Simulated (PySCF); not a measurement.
## Electron correlation in Bi⁺ (bismuth, charge +1)

[Xe] 4f14 5d10 6s1 6p3, high-spin 5S determinant (an excited configuration). Calculation: PySCF 2.14, in ANO-RCC-VTZP; the spin-free X2C one-electron Hamiltonian (Gaussian nucleus). Frozen: [Kr] 4d10 4f14; 22 electrons correlated.

```
  level  correlation energy (mhartree)
   CCSD                        -543.45
    (T)                         -11.36
CCSD(T)                        -554.81
```

Diagnostics: T1 = 0.0047, D1 = 0.0154, largest double amplitude 0.037.

Spin-orbit coupling is strong in this species (close to jj coupling), so the high-spin LS determinant is a model state, not a physical level.

Cost of the coupled-cluster step: roughly 50 core-seconds, for 22 correlated electrons.

Iterations:

```
CC2 = 0
CCSD nocc = (np.int64(13), np.int64(9)), nmo = (63, 63)
frozen orbitals [[0, 1, 2, 3, 4, 5, 6, 7, 8, 9, 10, 11, 12, 13, 14, 15, 16, 17, 18, 19, 20, 21, 22, 24, 25, 26, 27, 28, 29, 30], [0, 1, 2, 3, 4, 5, 6, 7, 8, 9, 10, 11, 12, 13, 14, 15, 16, 17, 18, 19, 20, 21, 22, 24, 25, 26, 27, 28, 29, 30]]
max_cycle = 100
direct = 0
conv_tol = 1e-08
conv_tol_normt = 1e-06
diis_space = 8
diis_start_cycle = 0
Init t2, MP2 energy = -0.569445932078488
Init E_corr(UCCSD) = -0.569445932081631
cycle = 1  E_corr(UCCSD) = -0.533866383893688  dE = 0.0355795482  norm(t1,t2) = 0.0470914
cycle = 2  E_corr(UCCSD) = -0.543794745032404  dE = -0.00992836114  norm(t1,t2) = 0.0094856
cycle = 3  E_corr(UCCSD) = -0.543106318434696  dE = 0.000688426598  norm(t1,t2) = 0.00290466
cycle = 4  E_corr(UCCSD) = -0.543446653926827  dE = -0.000340335492  norm(t1,t2) = 0.000902722
cycle = 5  E_corr(UCCSD) = -0.543463429493062  dE = -1.67755662e-05  norm(t1,t2) = 9.9898e-05
cycle = 6  E_corr(UCCSD) = -0.543453709679558  dE = 9.7198135e-06  norm(t1,t2) = 2.23206e-05
cycle = 7  E_corr(UCCSD) = -0.543454197696457  dE = -4.88016899e-07  norm(t1,t2) = 2.0264e-06
cycle = 8  E_corr(UCCSD) = -0.543454248931769  dE = -5.12353119e-08  norm(t1,t2) = 3.26795e-07
cycle = 9  E_corr(UCCSD) = -0.543454234486426  dE = 1.44453435e-08  norm(t1,t2) = 6.91019e-08
cycle = 10  E_corr(UCCSD) = -0.543454234551839  dE = -6.54137855e-11  norm(t1,t2) = 8.48195e-09
UCCSD converged
E(UCCSD) = -21528.34482008481  E_corr = -0.5434542345518395
UCCSD(T) correction = -0.011359269908426
```

Spin-orbit coupling is strong in this species, so the high-spin LS determinant is a model state.
